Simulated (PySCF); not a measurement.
# I: excitation energy

I [Kr] 4d10 5s2 5p5 (2P) → I [Kr] 4d10 5s1 5p6 (2S), as a difference of total energies. All numbers are calculated (PySCF 2.14, scalar relativity by spin-free X2C-1e, in x2c-QZVPPall with one added diffuse shell each of s, p, d, f type (14s10p8d5f1g, 128 functions)). The calculations carry no spin-orbit coupling.

```tsv
method	excitation energy (eV)
UHF	12.729
wB97X-V	11.340
M06	10.756
MN15	10.936
```

The upper state lies above the first ionisation limit, where it may autoionise and the basis confines it.
